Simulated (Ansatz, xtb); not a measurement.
# Relaxing a trial structure of H4O3SSi

The starting geometry of this gas-phase singlet was built from a drawn formula by distance geometry and a force field; its bonds are those of `O=[SH](=O)[SiH2]O`.

```xyz
9

O     1.9555    0.3197   -2.0791
O     0.1631   -1.4319   -1.8541
O    -2.0617    0.4776   -0.4889
S     0.8545   -0.2764   -1.3277
Si   -0.5463    1.2003   -0.7497
H     1.4463   -0.6987   -0.1659
H    -0.1450    1.8996    0.4805
H    -0.8070    2.2131   -1.8367
H    -2.2095   -0.3076   -0.9891
```

Task: Where would you expect an optimisation with r2SCAN-D4/def2-SVP to take it?

Result: It keeps its bonds, and is `O=[SH](=O)[SiH2]O`.

The energy falls by 0.44 eV over 13 steps:

| step | E − E(last) (eV) |
| --- | --- |
| 1 | 0.445 |
| 2 | 0.093 |
| 4 | 0.008 |
| 5 | 0.003 |
| 6 | 0.001 |
| 8 | 0.000 |
| 9 | 0.000 |
| 10 | 0.000 |
| 12 | 0.000 |
| 13 | 0.000 |

Final geometry (Å):

```xyz
9

O     2.0489    0.3271   -2.0079
O    -0.0220   -1.2281   -2.0043
O    -1.9494    0.3610   -0.3464
S     0.8736   -0.2489   -1.3356
Si   -0.6381    1.2889   -0.7209
H     1.3311   -0.8635   -0.1625
H    -0.2177    2.0693    0.4665
H    -0.7282    2.0968   -1.9656
H    -2.0483   -0.4070   -0.9339
```

From the same start GFN2-xTB ends elsewhere, at `O=[SH]O[SiH2]O`.

No frequencies were run, so the end isn't proven a minimum. Run with Ansatz 0.2.0, 26 s on 2 threads of Intel(R) Xeon(R) Processor @ 2.70GHz, on a shared host.
